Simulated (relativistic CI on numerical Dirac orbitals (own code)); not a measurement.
Computed by Dirac-Coulomb-Breit CI, orbitals from a KLI potential per configuration, a model potential for QED, unscaled Slater integrals (own radial code, finite nucleus).

The strongest absorption lines from the ground level of an ion, among the configurations computed and to levels below about 1770 eV (vacuum wavelength in Å, gf): 7.1110 (0.11), 7.6781 (0.41), 7.8039 (0.48), 9.0163 (0.31), 9.6422 (2.3), 9.8449 (1.1), 10.595 (0.095), 10.845 (0.14).

(1) Which ion is it?
A. Ga23+
B. Ga21+
C. Cu19+
D. Ga19+

Results:

(1) B. Ga21+ has 10 electrons and the ground level 2s2 2p6 1S_0; the strongest line goes to 2s2 2p5 3d 1P°_1. The pattern of lines fixes the number of electrons, and along that sequence the line energies rise steadily with the charge (about as its square where n changes within one kind of shell, about linearly where n is kept but much faster in heavy ions where fine structure, which grows about as Z⁴, sets the gap, and irregularly where shells cross), which fixes Z. Configurations outside the model, such as inner-shell arrays, can give stronger lines. At this charge energies of transitions that change n are usually good to better than 1 %, and those within a shell (Δn = 0) to a few per cent.

LS names give the leading component of a level, which can be under half, so a name can repeat, a term be missing and a line seem to break the LS rules.
